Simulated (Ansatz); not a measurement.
Saddle point of ZnH$_{2}$ClF, closed shell (ZnClF + H₂ → ZnHCl ([Cl][ZnH]) + HF; bonds formed: Zn1–H5, F2–H4; bonds broken: Zn1–F2, H4–H5), PBE0-D4/def2-TZVP structure:

```csv
atom,x (Å),y (Å),z (Å)
Zn1,-0.1130,-0.4542,-0.2960
F2,0.9751,0.3666,1.1386
Cl3,-0.4385,-2.2408,-1.3385
H4,0.1445,1.0917,0.5818
H5,-0.5680,1.2366,-0.0858
```

Energies are electronic, without zero-point energy. Barriers and step energies count from the start structure reached by relaxing down the imaginary mode; all methods use the PBE0-D4 structures, on which another method's saddle can fall below an end. Ansatz 0.2.0; basis: def2-TZVPP, with def2-QZVPP for the basis limit; cores frozen in the correlated methods. The 3s and 3p shells of Cu and Zn are frozen; filled d shells are correlated. B3LYP uses VWN-RPA correlation. Extrapolation: Hartree–Fock as exp(−7.88 √X), correlation as X^−2.97.

```json
{"method": "SPW92", "barrier (kJ/mol)": "49.7", "step energy (kJ/mol)": "7.0"}
{"method": "PBE-D4", "barrier (kJ/mol)": "79.2", "step energy (kJ/mol)": "19.9"}
{"method": "BLYP-D4", "barrier (kJ/mol)": "?", "step energy (kJ/mol)": "27.2"}
{"method": "r2SCAN-D4", "barrier (kJ/mol)": "85.9", "step energy (kJ/mol)": "24.0"}
{"method": "B97M-V", "barrier (kJ/mol)": "?", "step energy (kJ/mol)": "16.3"}
{"method": "PBE0-D4", "barrier (kJ/mol)": "85.4", "step energy (kJ/mol)": "16.4"}
{"method": "B3LYP-D4", "barrier (kJ/mol)": "96.5", "step energy (kJ/mol)": "23.1"}
{"method": "r2SCAN0-D4", "barrier (kJ/mol)": "89.9", "step energy (kJ/mol)": "19.9"}
{"method": "BHLYP-D4", "barrier (kJ/mol)": "104.1", "step energy (kJ/mol)": "21.7"}
{"method": "CAM-B3LYP-D4", "barrier (kJ/mol)": "?", "step energy (kJ/mol)": "22.0"}
{"method": "wB97X-V", "barrier (kJ/mol)": "97.8", "step energy (kJ/mol)": "24.7"}
{"method": "wB97M-V", "barrier (kJ/mol)": "95.2", "step energy (kJ/mol)": "18.3"}
{"method": "B2PLYP", "barrier (kJ/mol)": "99.1", "step energy (kJ/mol)": "25.2"}
{"method": "PBE-QIDH", "barrier (kJ/mol)": "93.0", "step energy (kJ/mol)": "19.9"}
{"method": "RPA on PBE", "barrier (kJ/mol)": "98.7", "step energy (kJ/mol)": "21.9"}
{"method": "HF", "barrier (kJ/mol)": "130.5", "step energy (kJ/mol)": "24.8"}
{"method": "MP2", "barrier (kJ/mol)": "99.9", "step energy (kJ/mol)": "24.0"}
{"method": "CCSD", "barrier (kJ/mol)": "103.7", "step energy (kJ/mol)": "20.6"}
{"method": "CCSD(T)", "barrier (kJ/mol)": "98.0", "step energy (kJ/mol)": "21.1"}
```

Q: Fill in the withheld barriers. (Judge from chemistry; the value comes from the calculation.)

A: The calculation gives: B97M-V 93.1; CAM-B3LYP-D4 94.6; BLYP-D4 94.1 kJ/mol. Each is the energy of the saddle less that of the start structure, by the same method.

For comparison, the barrier by CCSD(T) at an estimated basis limit (MP2 extrapolated from triple and quadruple zeta, plus CCSD(T) − MP2 in triple zeta) is 104.2 kJ/mol.

No T1 diagnostic of these runs exceeds 0.016.

Labels in which every atom is bracketed show which atoms are joined, not bond orders.

For scale, one of the runs: CCSD(T)/def2-TZVPP, 165 basis functions, launched by `ansatz run in.yaml --threads 4 --pin off --events-out ev --progress --plain --max-ram 9574MiB`. Hardware: 4 CPU threads of an Arm Neoverse V2, shared host. Wall time 22 s; peak host memory 1.3 GiB.
